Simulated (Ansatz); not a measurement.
Ansatz (a program for electronic structure) input (B3LYP-D3(BJ)/def2-TZVP):

Ansatz 0.2 input:
```yaml
crystal:
  periodic: [false, false, false]
  atoms:
    - {symbol: H, position_ang: [-0.00000000, -0.00000000, -2.22228430]}
    - {symbol: C, position_ang: [-0.00000000, -0.00000000, -1.14137802]}
    - {symbol: C, position_ang: [0.00000000, 0.00000000, 0.08705893]}
    - {symbol: C, position_ang: [0.00000000, 0.00000000, 1.42469980]}
basis:
  gaussian:
    orbitals: def2-TZVP
hamiltonian:
  xc: b3lyp
  dispersion: d3bj
total_charge: 1
phonons: {temperatures: {t_min: 298.15, t_max: 298.15, t_step: 100}}
```

Output:

```
Functional definition: B3LYP
integrals: 0.02 GiB planned
584 factors; their error is unknown
mean field: 0.22 GiB planned
mean field evaluation 1: about -3105.2624 eV, gradient 5.7e1 eV
mean field evaluation 2: about -3086.3407 eV, gradient 1.0e2 eV
mean field evaluation 4: about -3111.7483 eV, gradient 1.8e1 eV
mean field evaluation 8: about -3112.5144 eV, gradient 4.6e-1 eV
mean field evaluation 16: about -3112.5147 eV, gradient 1.3e-5 eV
mean field -3112.51467975 eV, -114.3828047426 hartree, gradient 1.3e-5 eV, S^2 0.000000; 0 other end points of the search recorded, 0 dependent functions left out
the calculation of the forces begins
reference -3112.51487980 eV, -114.3828120944 hartree; 9, 9 occupied and 90, 90 virtual orbitals, 584 factors
these checks for a lower state are left out or cut short: stability, starts, cluster_reference, orbital_swaps, neighbouring_geometries, increment
integrals: 0.02 GiB planned
584 factors; their error is unknown
mean field: 0.22 GiB planned
mean field -3112.51467377 eV, -114.3828045230 hartree, gradient 1.3e-6 eV, S^2 0.000000; 0 other end points of the search recorded, 0 dependent functions left out
the calculation of the forces begins
reference -3112.51487383 eV, -114.3828118748 hartree; 9, 9 occupied and 90, 90 virtual orbitals, 584 factors
these checks for a lower state are left out or cut short: stability, starts, cluster_reference, orbital_swaps, neighbouring_geometries, increment
integrals: 0.02 GiB planned
584 factors; their error is unknown
mean field: 0.22 GiB planned
mean field evaluation 32: about -3112.5147 eV, gradient 1.3e-6 eV
mean field -3112.51467377 eV, -114.3828045230 hartree, gradient 1.3e-6 eV, S^2 0.000000; 0 other end points of the search recorded, 0 dependent functions left out
the calculation of the forces begins
reference -3112.51487383 eV, -114.3828118748 hartree; 9, 9 occupied and 90, 90 virtual orbitals, 584 factors
these checks for a lower state are left out or cut short: stability, starts, cluster_reference, orbital_swaps, neighbouring_geometries, increment
integrals: 0.02 GiB planned
584 factors; their error is unknown
mean field: 0.22 GiB planned
mean field -3112.51467377 eV, -114.3828045230 hartree, gradient 1.3e-6 eV, S^2 0.000000; 0 other end points of the search recorded, 0 dependent functions left out
the calculation of the forces begins
reference -3112.51487383 eV, -114.3828118748 hartree; 9, 9 occupied and 90, 90 virtual orbitals, 584 factors
these checks for a lower state are left out or cut short: stability, starts, cluster_reference, orbital_swaps, neighbouring_geometries, increment
integrals: 0.02 GiB planned
584 factors; their error is unknown
mean field: 0.22 GiB planned
mean field -3112.51467377 eV, -114.3828045230 hartree, gradient 1.3e-6 eV, S^2 0.000000; 0 other end points of the search recorded, 0 dependent functions left out
the calculation of the forces begins
reference -3112.51487383 eV, -114.3828118748 hartree; 9, 9 occupied and 90, 90 virtual orbitals, 584 factors
these checks for a lower state are left out or cut short: stability, starts, cluster_reference, orbital_swaps, neighbouring_geometries, increment
integrals: 0.02 GiB planned
584 factors; their error is unknown
mean field: 0.22 GiB planned
mean field -3112.51455002 eV, -114.3827999752 hartree, gradient 1.2e-6 eV, S^2 0.000000; 0 other end points of the search recorded, 0 dependent functions left out
the calculation of the forces begins
reference -3112.51475003 eV, -114.3828073253 hartree; 9, 9 occupied and 90, 90 virtual orbitals, 584 factors
these checks for a lower state are left out or cut short: stability, starts, cluster_reference, orbital_swaps, neighbouring_geometries, increment
integrals: 0.02 GiB planned
[...]
mean field: 0.22 GiB planned
mean field evaluation 96: about -3112.5147 eV, gradient 1.3e-6 eV
mean field -3112.51465806 eV, -114.3828039455 hartree, gradient 1.3e-6 eV, S^2 0.000000; 0 other end points of the search recorded, 0 dependent functions left out
the calculation of the forces begins
reference -3112.51485811 eV, -114.3828112973 hartree; 9, 9 occupied and 90, 90 virtual orbitals, 584 factors
these checks for a lower state are left out or cut short: stability, starts, cluster_reference, orbital_swaps, neighbouring_geometries, increment
integrals: 0.02 GiB planned
584 factors; their error is unknown
mean field: 0.22 GiB planned
mean field -3112.51425006 eV, -114.3827889518 hartree, gradient 1.2e-6 eV, S^2 0.000000; 0 other end points of the search recorded, 0 dependent functions left out
the calculation of the forces begins
reference -3112.51445015 eV, -114.3827963048 hartree; 9, 9 occupied and 90, 90 virtual orbitals, 584 factors
these checks for a lower state are left out or cut short: stability, starts, cluster_reference, orbital_swaps, neighbouring_geometries, increment
integrals: 0.02 GiB planned
584 factors; their error is unknown
mean field: 0.22 GiB planned
mean field -3112.51429194 eV, -114.3827904907 hartree, gradient 1.2e-6 eV, S^2 0.000000; 0 other end points of the search recorded, 0 dependent functions left out
the calculation of the forces begins
reference -3112.51449195 eV, -114.3827978412 hartree; 9, 9 occupied and 90, 90 virtual orbitals, 584 factors
these checks for a lower state are left out or cut short: stability, starts, cluster_reference, orbital_swaps, neighbouring_geometries, increment
integrals: 0.02 GiB planned
584 factors; their error is unknown
mean field: 0.22 GiB planned
mean field -3112.51467239 eV, -114.3828044721 hartree, gradient 1.3e-6 eV, S^2 0.000000; 0 other end points of the search recorded, 0 dependent functions left out
the calculation of the forces begins
reference -3112.51487244 eV, -114.3828118239 hartree; 9, 9 occupied and 90, 90 virtual orbitals, 584 factors
these checks for a lower state are left out or cut short: stability, starts, cluster_reference, orbital_swaps, neighbouring_geometries, increment
integrals: 0.02 GiB planned
584 factors; their error is unknown
mean field: 0.22 GiB planned
mean field evaluation 128: about -3112.5147 eV, gradient 1.3e-6 eV
mean field -3112.51467239 eV, -114.3828044721 hartree, gradient 1.3e-6 eV, S^2 0.000000; 0 other end points of the search recorded, 0 dependent functions left out
the calculation of the forces begins
reference -3112.51487244 eV, -114.3828118239 hartree; 9, 9 occupied and 90, 90 virtual orbitals, 584 factors
these checks for a lower state are left out or cut short: stability, starts, cluster_reference, orbital_swaps, neighbouring_geometries, increment
integrals: 0.02 GiB planned
584 factors; their error is unknown
mean field: 0.22 GiB planned
mean field -3112.51467239 eV, -114.3828044721 hartree, gradient 1.2e-6 eV, S^2 0.000000; 0 other end points of the search recorded, 0 dependent functions left out
the calculation of the forces begins
reference -3112.51487244 eV, -114.3828118239 hartree; 9, 9 occupied and 90, 90 virtual orbitals, 584 factors
these checks for a lower state are left out or cut short: stability, starts, cluster_reference, orbital_swaps, neighbouring_geometries, increment
integrals: 0.02 GiB planned
584 factors; their error is unknown
mean field: 0.22 GiB planned
mean field -3112.51467239 eV, -114.3828044721 hartree, gradient 1.3e-6 eV, S^2 0.000000; 0 other end points of the search recorded, 0 dependent functions left out
the calculation of the forces begins
reference -3112.51487244 eV, -114.3828118239 hartree; 9, 9 occupied and 90, 90 virtual orbitals, 584 factors
these checks for a lower state are left out or cut short: stability, starts, cluster_reference, orbital_swaps, neighbouring_geometries, increment
integrals: 0.02 GiB planned
584 factors; their error is unknown
mean field: 0.22 GiB planned
mean field -3112.51424021 eV, -114.3827885897 hartree, gradient 1.3e-6 eV, S^2 0.000000; 0 other end points of the search recorded, 0 dependent functions left out
the calculation of the forces begins
reference -3112.51444017 eV, -114.3827959383 hartree; 9, 9 occupied and 90, 90 virtual orbitals, 584 factors
these checks for a lower state are left out or cut short: stability, starts, cluster_reference, orbital_swaps, neighbouring_geometries, increment
integrals: 0.02 GiB planned
584 factors; their error is unknown
mean field: 0.22 GiB planned
mean field evaluation 160: about -3112.5142 eV, gradient 1.2e-6 eV
mean field -3112.51422626 eV, -114.3827880771 hartree, gradient 1.2e-6 eV, S^2 0.000000; 0 other end points of the search recorded, 0 dependent functions left out
the calculation of the forces begins
reference -3112.51442639 eV, -114.3827954319 hartree; 9, 9 occupied and 90, 90 virtual orbitals, 584 factors
these checks for a lower state are left out or cut short: stability, starts, cluster_reference, orbital_swaps, neighbouring_geometries, increment
integrals: 0.02 GiB planned
584 factors; their error is unknown
mean field: 0.22 GiB planned
mean field -3112.51467909 eV, -114.3828047182 hartree, gradient 1.3e-6 eV, S^2 0.000000; 0 other end points of the search recorded, 0 dependent functions left out
the calculation of the forces begins
reference -3112.51487914 eV, -114.3828120700 hartree; 9, 9 occupied and 90, 90 virtual orbitals, 584 factors
these checks for a lower state are left out or cut short: stability, starts, cluster_reference, orbital_swaps, neighbouring_geometries, increment
integrals: 0.02 GiB planned
584 factors; their error is unknown
mean field: 0.22 GiB planned
mean field -3112.51467909 eV, -114.3828047182 hartree, gradient 1.2e-6 eV, S^2 0.000000; 0 other end points of the search recorded, 0 dependent functions left out
the calculation of the forces begins
reference -3112.51487914 eV, -114.3828120700 hartree; 9, 9 occupied and 90, 90 virtual orbitals, 584 factors
these checks for a lower state are left out or cut short: stability, starts, cluster_reference, orbital_swaps, neighbouring_geometries, increment
integrals: 0.02 GiB planned
584 factors; their error is unknown
mean field: 0.22 GiB planned
mean field -3112.51467909 eV, -114.3828047182 hartree, gradient 1.3e-6 eV, S^2 0.000000; 0 other end points of the search recorded, 0 dependent functions left out
the calculation of the forces begins
reference -3112.51487914 eV, -114.3828120700 hartree; 9, 9 occupied and 90, 90 virtual orbitals, 584 factors
these checks for a lower state are left out or cut short: stability, starts, cluster_reference, orbital_swaps, neighbouring_geometries, increment
integrals: 0.02 GiB planned
584 factors; their error is unknown
mean field: 0.22 GiB planned
mean field evaluation 192: about -3112.5147 eV, gradient 1.2e-6 eV
mean field -3112.51467909 eV, -114.3828047182 hartree, gradient 1.2e-6 eV, S^2 0.000000; 0 other end points of the search recorded, 0 dependent functions left out
the calculation of the forces begins
reference -3112.51487914 eV, -114.3828120700 hartree; 9, 9 occupied and 90, 90 virtual orbitals, 584 factors
these checks for a lower state are left out or cut short: stability, starts, cluster_reference, orbital_swaps, neighbouring_geometries, increment
integrals: 0.02 GiB planned
584 factors; their error is unknown
mean field: 0.22 GiB planned
mean field -3112.51454376 eV, -114.3827997451 hartree, gradient 1.3e-6 eV, S^2 0.000000; 0 other end points of the search recorded, 0 dependent functions left out
the calculation of the forces begins
reference -3112.51474391 eV, -114.3828071005 hartree; 9, 9 occupied and 90, 90 virtual orbitals, 584 factors
these checks for a lower state are left out or cut short: stability, starts, cluster_reference, orbital_swaps, neighbouring_geometries, increment
integrals: 0.02 GiB planned
584 factors; their error is unknown
mean field: 0.22 GiB planned
mean field -3112.51448202 eV, -114.3827974761 hartree, gradient 1.3e-6 eV, S^2 0.000000; 0 other end points of the search recorded, 0 dependent functions left out
the calculation of the forces begins
reference -3112.51468197 eV, -114.3828048243 hartree; 9, 9 occupied and 90, 90 virtual orbitals, 584 factors
Total energy: -3112.61366929 eV, -114.3864425411 hartree
Atom 0 at    -0.000000    -0.000000    -2.222284 Å, force    -0.000000     0.000000    -0.000054 eV/Å
Atom 1 at    -0.000000    -0.000000    -1.141378 Å, force     0.000000    -0.000000    -0.000963 eV/Å
Atom 2 at     0.000000     0.000000     0.087059 Å, force     0.000000     0.000000     0.000485 eV/Å
Atom 3 at     0.000000     0.000000     1.424700 Å, force    -0.000000    -0.000000     0.000532 eV/Å
Dipole moment:     0.000000    -0.000000    -0.625475 e Å
Vibrations: 165.85 165.85 839.33 839.33 1205.67 2181.33 3306.72 cm⁻¹, zero-point energy 0.539584 eV
```

It need not be the lowest isomer of its formula.
